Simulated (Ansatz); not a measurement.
Tuning the range parameter of LC-ωPBE so that −HOMO meets the ionisation energy; basis def2-TZVP, Ansatz. System: K₂H₃ (the lowest doublet isomer of a short search). The state is a doublet with charge 0. Geometry: PBE0-D4/def2-TZVP. The ionised state is a singlet, and HOMO is the level of the spin that leaves.

Geometry of the doublet:

```xyz
5

K    -1.869    1.250   -2.254
K    -1.164    0.198    1.416
H    -0.161    0.256   -0.826
H     1.432   -0.714    0.521
H     1.762   -0.989    1.144
```

In the doublet, H4 and H5 lie 0.76 Å apart (atoms count from 1), so H2 has formed as a molecule. The structure comes from a short search, and lower isomers may exist.

```
ω (1/bohr)  HOMO (eV)  LUMO (eV)  vertical IE (eV)  HOMO + IE (eV)
       0.1      -3.22      -0.47              3.71            0.49
      0.15      -3.46      -0.25              3.67            0.21
       0.2      -3.57      -0.14              3.62            0.05
       0.3      -3.66      -0.05              3.56           -0.10
```

(1) Where does the tuning condition hold?

Results:

(1) Near ω = 0.23 bohr⁻¹, by linear interpolation.
